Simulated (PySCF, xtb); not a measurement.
C2H9PSi, SMILES C[SiH](C)P.

GFN2-xTB in xtb at its own geometry gives an orbital gap of 4.78 eV and a dipole moment of 2.24 D.

Coordinates come from a PBE0-D3(BJ)/def2-SVP optimisation. Other conformers were not sampled.

Question: What does PBE/def2-TZVP (PySCF) give? (An estimate is asked for; the answer gives what the named calculation found.)

Answer: gap 5.73 eV (levels -6.10 and -0.37 eV), dipole 1.51 D.
